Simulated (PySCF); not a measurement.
# Correlation energy of Kr²⁺ (krypton, charge +2)

[Ar] 3d10 4s2 4p4, high-spin 3P determinant. All numbers are calculated (PySCF 2.14, the spin-free X2C one-electron Hamiltonian (Gaussian nucleus), in ANO-RCC-VTZP (6s5p3d1f, 43 functions)). Frozen: [Ar] 3d10; 6 electrons correlated.

```tsv
level	correlation energy (mhartree)
CCSD	-127.80
(T)	-2.97
CCSD(T)	-130.77
CCSDT	-131.27
```

Diagnostics: T1 = 0.0063, D1 = 0.0201, largest double amplitude 0.045.

Q: Is a single reference adequate?

A: Yes, within this model without spin-orbit coupling: T1 lies below 0.03 and no double amplitude reaches 0.07.
